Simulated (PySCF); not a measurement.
C2H4N, SMILES CC#[NH+], charge +1.

Geometry: PBE-D3(BJ)/def2-TZVP. The isomer is the one that the SMILES or the coordinates give; other isomers of the formula were not compared.

Vertical ionisation energy (IE) and electron affinity (EA) in eV. Rows of orbital energies are one-electron estimates. Where ΔSCF, EOM or ADC give a negative EA the extra electron is unbound and the value depends on the basis.

```
level                                           IE    EA
-------------------------------------------  -----  ----
−ε(HOMO), −ε(LUMO), PBE0/def2-TZVPD (PySCF)  17.23  6.85
ADC(2)/aug-cc-pVDZ (PySCF)                   19.82  3.53
```

Question: Give the lowest 1s main lines (those of the lightest heavy element) from CVS-ADC(2)-x/aug-cc-pVDZ (PySCF, non-relativistic), with pole strengths. (An estimate is asked for; the answer gives what the named calculation found.)

Answer: 299.6 eV (1.55), 303.5 eV (1.51).

Question: Beyond the first one, list the lowest photoelectron lines from ADC(2)/aug-cc-pVDZ (PySCF) with their pole strengths (two spins summed). (An estimate is asked for; the answer gives what the named calculation found.)

Answer: 22.27 eV (1.79), 22.27 eV (1.79), 22.96 eV (1.78), 27.67 eV (1.72).
